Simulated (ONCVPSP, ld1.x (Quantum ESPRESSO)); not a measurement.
## Potentials for P (Z = 15) compared

Generated with ld1.x 7.5 (TM, RRKJ, ultrasoft, PAW), atompaw 4.2 or ONCVPSP 4.0.1. The cutoff is in Ry: for ld1.x and atompaw files where the sum of valence levels is converged to 10 mRy in a Bessel basis, for ONCV files where the hardest occupied wave has 1 mHa per electron of residual kinetic energy. The error is the largest all-electron minus pseudo excitation energy over each file’s own four to seven test configurations (ionisations up to +4, promotions, holes and added fractions of an electron), all of which were solved. The labels leave out finer settings (local radius, basis sizes, second energies), which also bear on the numbers. Spin-polarised tests are not counted. The rows are a selection from randomly drawn settings: files with unsolved tests, undetermined cutoffs or missed reference levels are left out.

```tsv
potential	cutoff (Ry)	largest error (meV)	bound ghosts
ONCV, PBEsol, scalar-relativistic, rc 1.00/0.75 (sp), local smoothed, core correction no, reference 2s2 2p6 3s2 3p3, qcut 9.6/22.6, projectors 3/2	356	+183	none
ONCV, PBE, scalar-relativistic, rc 0.85/0.80 (sp), local smoothed, core correction yes, reference 2s2 2p6 3s1 3p4, qcut 11.4/15.6, projectors 2/2	216	+552	none
TM, PBEsol, non-relativistic, rc 1.70/1.45 (sp), local p, core correction yes, reference 3s2 3p3	35	+110	none
TM, revPBE, scalar-relativistic, rc 1.20/1.50/1.45 (spd), local p, core correction yes, reference 3s2 3p3	50	+126	none
TM, PBE, scalar-relativistic, rc 1.15/1.25 (sp), local s, core correction no, reference 3s2 3p3	80	+207	none
ONCV, PBE, scalar-relativistic, rc 1.00/0.90 (sp), local smoothed, core correction no, reference 2s2 2p6 3s2 3p3, qcut 15.9/13.9, projectors 3/2	175	+12	none
```

(1) Fill in the row for P: PAW, PBEsol, scalar-relativistic, rc 0.75/0.75 (sp), local smoothed, core correction yes, reference 2s2 2p6 3s2 3p2.5.

Answers

(1) cutoff 230 Ry, largest error -1.2 meV, bound ghosts: none.
